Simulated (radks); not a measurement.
The numbers below are computed, except where a source is named.
Question: Coulomb parameter of the 4f shell of the neodymium ion Nd3+ in the model configuration [Xe] 4f1.5 5d1.5, as a second difference U = [E(n + 0.5) + E(n - 0.5) - 2 E(n)] / (0.5)^2 with all orbitals relaxed. "Bare": the charge of the atom changes with n. "Screened": the 5d shell takes up the change at fixed total charge, which measures U(4f,4f) + U(5d,5d) - 2 U(4f,5d). Level of theory: scalar-relativistic Kohn-Sham, SCAN, spin-unpolarised, spherical densities, finite nucleus; meta-GGA in the generalised Kohn-Sham scheme; Fermi nuclear charge, rms radius 4.9123 fm (a radial shooting solver on a logarithmic mesh with Libxc functionals). Estimate both.

Answer: U(bare) = 19.102 eV, U(screened by 5d) = 5.561 eV, against the Slater integral F0(4f,4f) = 28.221 eV with frozen orbitals.
